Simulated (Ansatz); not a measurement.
Total energies of Te₁₄Mo₃ from Ansatz at PBE-D4/def2-SVP, gas phase (1 Eh = 27.2114 eV = 2625.5 kJ/mol). The reference geometry is relaxed at PBE-D4/def2-SVP.

Cartesian coordinates in Å:
```
Mo -0.1986 1.0855 -1.2941
Mo -0.8376 -1.4217 0.0029
Mo 1.0478 0.3568 1.2915
Te 1.6231 -0.8857 -1.0321
Te -1.5601 0.9936 1.0321
Te -0.4886 -0.2306 -3.7643
Te -2.8506 1.1633 -2.2330
Te 1.9703 2.5761 -2.0799
Te -0.0613 3.7768 -0.7607
Te 0.5674 -3.6058 0.9761
Te -1.7646 -2.2298 2.4887
Te -1.0981 -2.6319 -2.4789
Te -3.4309 -1.2549 -0.9667
Te 2.4034 -1.9215 2.2345
Te 0.0417 -0.5279 3.7659
Te 3.3353 1.7785 0.7510
Te 1.3014 2.9794 2.0669
```

```
            state                    geometry  energy (Eh)
 charge 0 singlet                   reference  -3957.81515
 charge 1 doublet                   reference  -3957.59176
 charge 1 doublet  relaxed at PBE-D4/def2-SVP  -3957.61480
charge -1 doublet                   reference  -3957.91054
 charge 0 triplet  relaxed at PBE-D4/def2-SVP  -3957.80383
```

In the def2 sets Mo, Te take a core potential; there is no spin–orbit coupling. Single mean-field runs in def2-SVP are fitted with def2-universal-jkfit.

Q: Work out the vertical ionisation energy to the doublet.

A: E(charge 1 doublet) − E(charge 0 singlet) = -3957.59176 − (-3957.81515) = 0.22339 Eh = 6.08 eV. For comparison, −ε of the highest occupied level is 4.53 eV at this level, 1.55 eV less.

Q: Work out the vertical electron affinity, to the doublet.

A: E(charge 0 singlet) − E(charge -1 doublet) = -3957.81515 − (-3957.91054) = 0.09539 Eh = 2.60 eV. The basis lacks diffuse functions, which makes affinities too small.

Q: Give the fundamental gap IE − EA, the Mulliken electronegativity (IE + EA)/2 and the hardness (IE − EA)/2.

A: From the values in Eh: IE − EA = 0.22339 − 0.09539 = 0.12800 Eh = 3.48 eV; (IE + EA)/2 = 4.34 eV; (IE − EA)/2 = 1.74 eV. The HOMO–LUMO gap of the same run is 0.50 eV, 2.98 eV smaller than the fundamental gap.

Q: How much does the charge 1 doublet relax, and what is the adiabatic ionisation energy?

A: Relaxation: -3957.59176 − (-3957.61480) = 0.02304 Eh = 0.63 eV. Adiabatic ionisation energy: 0.20035 Eh = 5.45 eV, without zero-point energy. 

Q: Which of the charge 0 states is lowest, and how far above it are the others?

A: The singlet. triplet: -3957.80383 − (-3957.81515) = 0.01132 Eh = 29.7 kJ/mol.

The restricted singlet is unstable towards broken spin symmetry in Hartree–Fock (as tested in another run); at PBE-D4/def2-SVP this wasn't settled. At PBE-D4/def2-SVP the gap within one spin of the charge 1 doublet nearly closes, so an electron or hole may be smeared out by delocalisation error. At PBE-D4/def2-SVP the gap within one spin of the charge -1 doublet nearly closes, so an electron or hole may be smeared out by delocalisation error.
